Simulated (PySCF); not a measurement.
SMILES C=CC[SiH2]N (C3H9NSi), singlet (GFN2-xTB optimised geometry):

```
14

C      2.123     1.191    -1.205
C      1.641    -0.041    -1.200
C      1.115    -0.737     0.000
Si    -0.795    -0.737     0.000
N     -1.232     0.925     0.000
H      2.470     1.668    -2.107
H      2.202     1.768    -0.298
H      1.574    -0.596    -2.127
H      1.468    -1.768     0.015
H      1.473    -0.247     0.904
H     -1.323    -1.309     1.239
H     -1.270    -1.526    -1.151
H     -0.682     1.567    -0.549
H     -2.202     1.190    -0.020
```

Level of theory: PBE/def2-TZVP run with PySCF 2.14.0.

What are the frontier orbital energies and the dipole moment?

HOMO-2 -8.00 eV, HOMO-1 -6.13 eV, HOMO -5.78 eV, LUMO -0.80 eV, LUMO+1 -0.11 eV; dipole moment 0.71 D.

Meta-Löwdin charges at PBE/def2-TZVP: C1 -0.30, C2 -0.09, C3 -0.44, Si4 0.72, N5 -0.73, H6 0.12, H7 0.12, H8 0.12, H9 0.13, H10 0.13, H11 -0.11, H12 -0.13, H13 0.24, H14 0.24.
